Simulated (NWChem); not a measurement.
# CH5MgNS; SMILES C[S][Mg][NH2]

```xyz
9

Mg     0.1773    -1.0082     0.0042
N     -0.2335    -2.8538    -0.0029
H     -0.3592    -3.4434     0.8131
H     -0.3598    -3.4353    -0.8245
S      0.6532     1.2504    -0.0013
C     -1.0264     2.0433     0.0002
H     -1.6043     1.7751    -0.8877
H     -0.8667     3.1244    -0.0083
H     -1.5962     1.7878     0.8971
```
Atoms are numbered in this order, from 1.

Results from NWChem. All runs use the structure optimised with B3LYP/6-31G* (spherical d). Total energies compare along this basis series because the functional is fixed.

| level | basis functions | energy (Ha) | highest occupied level (eV) | orbital gap (eV) | dipole (D) |
|---|---|---|---|---|---|
| TPSS/pcseg-1 | 81 | -694.1884 | -4.75 | 3.29 | 2.06 |
| TPSS/aug-pcseg-1 | 132 | -694.2072 | -5.20 | 3.58 | 1.68 |
| TPSS/pcseg-2 | 183 | -694.3131 | -5.15 | 3.62 | 1.86 |
| TPSS/STO-3G | 33 | -686.0973 | -0.05 | 4.83 | 1.60 |
| TPSS/def2-SVP | 89 | -693.9795 | (withheld) | 3.59 | (withheld) |

Task: Some entries are withheld; supply them.

Result: 
- TPSS/def2-SVP, highest occupied level (eV): -4.96
- TPSS/def2-SVP, dipole (D): 1.94
